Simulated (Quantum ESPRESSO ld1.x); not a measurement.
Question: Ne+, configuration [He] 2s2 2p5. Calculated with ld1.x of Quantum ESPRESSO 7.5: scalar-relativistic Kohn-Sham, LDA (Slater exchange, Perdew-Zunger correlation), spin-polarised, spherical densities, point nucleus; open shells are filled with parallel spins first. Some entries of the table are withheld. Estimate them.

| orbital | occ. | eigenvalue (hartree) | <1/r> (bohr^-1) |
|---|---|---|---|
| 1s up | 1 | -31.1920 | 9.582 |
| 1s down | 1 | -31.1548 | 9.589 |
| 2s up | 1 | (1) | (2) |
| 2s down | 1 | (3) | (4) |
| 2p up | 3 | -1.22380 | 1.551 |
| 2p down | 2 | -1.15416 | 1.529 |

Answer: 
(1) 2s up eigenvalue (hartree): -2.06290
(2) 2s up <1/r> (bohr^-1): 1.693
(3) 2s down eigenvalue (hartree): -1.99512
(4) 2s down <1/r> (bohr^-1): 1.677
